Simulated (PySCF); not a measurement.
Compound: C7H11NSi2.
SMILES with atom numbers: `[CH3:1][CH2:2][C:3]1=[CH:4][SiH2:5][CH:6]=[CH:7][Si@@H:8]1[C:9]#[N:10]`

Definitions: NICS(0) = −σiso at the ring centroid; NICS(1) = −σiso and NICS(1)zz = −σzz at ±1 Å along the ring normal z. Level: GIAO PBE0/pcSseg-1 (PySCF, non-relativistic, gas phase) on the GFN2-xTB geometry, one conformer.

Ring bond lengths (Å), with Mayer bond orders in brackets: C3–C4 1.335 (1.91), C4–Si5 1.878 (0.91), Si5–C6 1.883 (0.89), C6–C7 1.331 (1.95), C7–Si8 1.877 (0.91), Si8–C3 1.887 (0.85).

Task: What do the NICS probes read (ppm)?

Result: 
| ring | type | NICS(0) | NICS(1), two faces | NICS(1)zz, two faces | rms pucker (Å) | centre to ring atoms, mean (Å) |
| --- | --- | --- | --- | --- | --- | --- |
| C3–C4–Si5–C6–C7–Si8 | 6-membered ring with 2 Si; formal bonds 2 double, 4 single | 0.5 | -1.0 / -1.0 | 4.1 / 4.2 | 0.05 | 1.70 |

Task: What can be read from them?

Result: 
- C3–C4–Si5–C6–C7–Si8: mean NICS(1)zz 4.2 ppm, deshielded. Si5, Si8 have four or more neighbours, so the value isn't read as a sign of a π ring current.

Task: At the second NICS(1) probe listed for ring C3–C4–Si5–C6–C7–Si8, 1 Å off the ring, what do the in-plane components average?

Result: The isotropic value is a third of the trace: (3 × -1.0 − (4.2))/2 = -3.6 ppm.

Task: What are the shieldings of the ring atoms and their hydrogens in the same run (means over atoms taken as equivalent)?

Result: 
```csv
atoms,environment,σ isotropic (ppm)
C3,fully substituted alkene carbon,19.5
C4,alkene CH carbon,40.8
Si5,SiH2 silicon,419.8
C6,alkene CH carbon,28.8
C7,alkene CH carbon,38.2
Si8,SiH silicon,431.6
H on C4,vinylic hydrogen,24.62
H on Si5,Si–H hydrogen,27.04
H on Si5,Si–H hydrogen,27.02
H on C6,vinylic hydrogen,24.08
H on C7,vinylic hydrogen,24.39
H on Si8,Si–H hydrogen,26.70
```

On an Arm Neoverse V2 with one thread (shared host), this took 75 s wall (grids of density and orbitals included) and 1.1 GiB of memory at its peak. This is the whole shielding run at PBE0/pcSseg-1, SCF included.

The values belong to the conformer `[CH3:1][CH2:2][C:3]1=[CH:4][SiH2:5][CH:6]=[CH:7][Si@@H:8]1[C:9]#[N:10]`: C1–C2–C3–C4 -102°.
